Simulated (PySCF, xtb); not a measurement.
CH₄BrClO₂Si, SMILES CO[Si](O)(Cl)Br. One conformer was computed; it need not be the lowest.

Harmonic wavenumbers (cm⁻¹) from GFN2-xTB (xtb) at its own minimum, in rising order: 56, 104, 111, 127, 186, 211, 245, 276, 312, 407, 564, 762, 805, 929, 1130, 1135, 1173, 1413, 1471, 1474, 2969, 2989, 3014, 3660.

**Question.** What does PBE-D3(BJ)/def2-SVP (PySCF 2.14.0) give at its own minimum? (An estimate is asked for; the answer gives what the named calculation found.)

**Answer.** 55, 93, 114, 135, 170, 233, 247, 265, 327, 416, 584, 760, 808, 923, 1117, 1134, 1168, 1419, 1420, 1425, 2943, 3025, 3065, 3764. Paired by order, the mean absolute difference is 20 cm⁻¹ and the zero-point energies are 36.5 and 36.6 kcal/mol.
